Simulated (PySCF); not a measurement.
# Electron correlation in Sn+ (tin, charge +1)

Starting occupation: [Kr] 4d10 5s2 5p1, 5p3/2 with m_j = +3/2. All numbers are calculated (PySCF 2.14, X2C-1e with screened-nucleus spin-orbit coupling, Gaussian nucleus, in x2c-SVPall-2c with one added diffuse shell each of s, p type (7s9p4d, 54 functions)). Frozen: [Ar] 3d10; 21 electrons correlated; the 6 highest virtual spinors left out.

MP2 pair energies summed by pair of shells (mhartree):

```json
{"pair": "5s1/2-5s1/2", "energy": "-16.01", "share (%)": "18.3"}
{"pair": "5p3/2-5s1/2", "energy": "-12.27", "share (%)": "14.0"}
{"pair": "4d5/2-4p3/2", "energy": "-7.11", "share (%)": "8.1"}
{"pair": "4d3/2-4d5/2", "energy": "-6.81", "share (%)": "7.8"}
{"pair": "4d5/2-4d5/2", "energy": "-5.36", "share (%)": "6.1"}
{"pair": "4p1/2-4p3/2", "energy": "-5.23", "share (%)": "6.0"}
{"pair": "4d3/2-4p3/2", "energy": "-4.81", "share (%)": "5.5"}
{"pair": "4d5/2-5s1/2", "energy": "-4.40", "share (%)": "5.0"}
{"pair": "4p3/2-4p3/2", "energy": "-4.27", "share (%)": "4.9"}
{"pair": "4d5/2-4p1/2", "energy": "-3.79", "share (%)": "4.3"}
{"pair": "4d3/2-5s1/2", "energy": "-3.01", "share (%)": "3.4"}
{"pair": "4d3/2-4d3/2", "energy": "-2.41", "share (%)": "2.8"}
{"pair": "4d3/2-4p1/2", "energy": "-2.36", "share (%)": "2.7"}
{"pair": "4d5/2-5p3/2", "energy": "-1.84", "share (%)": "2.1"}
{"pair": "4d3/2-5p3/2", "energy": "-1.17", "share (%)": "1.3"}
{"pair": "4d5/2-4s1/2", "energy": "-1.15", "share (%)": "1.3"}
{"pair": "4p1/2-4p1/2", "energy": "-0.99", "share (%)": "1.1"}
{"pair": "4p3/2-5s1/2", "energy": "-0.94", "share (%)": "1.1"}
{"pair": "4d3/2-4s1/2", "energy": "-0.76", "share (%)": "0.9"}
{"pair": "4p3/2-4s1/2", "energy": "-0.71", "share (%)": "0.8"}
{"pair": "4s1/2-4s1/2", "energy": "-0.47", "share (%)": "0.5"}
{"pair": "4p1/2-5s1/2", "energy": "-0.40", "share (%)": "0.5"}
{"pair": "4p1/2-4s1/2", "energy": "-0.38", "share (%)": "0.4"}
{"pair": "4p3/2-5p3/2", "energy": "-0.34", "share (%)": "0.4"}
{"pair": "4s1/2-5s1/2", "energy": "-0.20", "share (%)": "0.2"}
{"pair": "4p1/2-5p3/2", "energy": "-0.19", "share (%)": "0.2"}
{"pair": "4s1/2-5p3/2", "energy": "-0.03", "share (%)": "0.0"}
```

Total MP2 correlation energy: -87.41 mhartree.

This basis was not built for core-valence correlation, so the inner-shell part is incomplete.
